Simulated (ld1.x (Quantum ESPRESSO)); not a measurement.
# cerium: excitation energies, all-electron against RRKJ

ld1.x (Quantum ESPRESSO) 7.5 input, shortened:

```
&input
   title='Ce', zed=58., rel=1, dft='PBE', iswitch=3,
   config='[Xe] 4f1 5d1 6s0 6p0'
 /
 &inputp
   pseudotype=2, tm=.false., lloc=0,
   nlcc=.false.
 /
4
5P  2  1   6.00   0.00  2.45  2.45  0.0
5D  3  2   1.00   0.00  2.50  2.50  0.0
4F  4  3   1.00   0.00  0.85  0.85  0.0
5S  1  0   2.00   0.00  1.90  1.90  0.0
 &test
   configts(1)='4f1 5s2 5p6 5d1 6s0 6p0'
 /
```

Energies are relative to the spin-unpolarised reference configuration 4f1 5s2 5p6 5d1 6s0 6p0; without spin polarisation the order of configurations can differ from experiment. The frozen-core shift is the all-electron ΔE with the core orbitals held at their reference shape minus the fully relaxed ΔE.

| valence configuration | charge | ΔE all-electron (eV) | error AE − PS (meV) | frozen-core shift (meV) |
| --- | --- | --- | --- | --- |
| 4f1 5s2 5p6 5d1 6s2 6p0 | 0 | -17.151 | +319 | -2.7 |
| 4f1 5s2 5p6 5d1 6s1 6p0 | +1 | -11.081 | +219 | -1.7 |
| 4f1 5s2 5p6 5d0 6s0 6p0 | +3 | 19.179 | -0.6 | +0.5 |
| 4f0 5s2 5p6 5d2 6s2 6p0 | 0 | -12.345 | +732 | +328 |
| 4f1 5s2 5p6 5d0 6s2 6p1 | 0 | -14.856 | +434 | -4.6 |
| 4f1 5s2 5p6 5d0 6s2 6p0 | +1 | -10.746 | +495 | -3.7 |
| 4f1 5s1 5p6 5d1 6s2 6p0 | +1 | 28.584 | +651 | +21 |

A variational frozen-core shift is positive and of second order in the change. This column holds negative values, so the frozen-core run of ld1.x carries numerical noise or an error of first order here, and the column gives no more than the rough size of the effect.
